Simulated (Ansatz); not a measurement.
A geometry relaxed with CAM-B3LYP-D3(BJ)/def2-TZVPD run with Ansatz (an electronic-structure program), charge -1, multiplicity 1:

```xyz
9

Si    -1.2273     0.2147     0.1506
H      0.5735    -1.5120     0.1890
O     -2.1477    -0.4419     1.2157
N      2.2635     0.5835    -1.4174
H     -1.0299     1.7102     0.2052
H      0.9403    -0.2034     1.3134
C      0.6092    -0.4270     0.2982
C      1.5418     0.1253    -0.6488
H     -1.5233    -0.0493    -1.3058
```

Task: Write the SMILES of this molecule.

Result: `N#CC[SiH2][O-]`
